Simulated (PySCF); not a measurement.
In(CF3)(OH)2 (CH₂F₃InO₂), SMILES [OH][In]([OH])[C](F)(F)F. Geometry optimised at PBE-D3(BJ)/def2-SVP. The def2 effective core potentials stand for the cores of In; spin–orbit coupling is left out. One conformer was computed; it need not be the lowest.

**Question.** Give the equilibrium geometry at PBE-D3(BJ)/def2-SVP (PySCF confirms it by a frequency run) as a Z-matrix. (An estimate is asked for; the answer gives what the named calculation found.)

**Answer.** This is not unique; one that fits is 
```
In
O 1 2.0147
H 2 0.9779 1 108.34
O 1 2.0239 2 112.54 3 -0.06
H 4 0.9772 1 110.15 2 179.56
C 1 2.2305 2 120.49 3 -179.13
F 6 1.3501 1 112.02 2 -35.58
F 6 1.3545 7 107.70 1 -122.07
F 6 1.3567 7 107.63 8 -115.54
```
Charge 0, spin multiplicity 1.
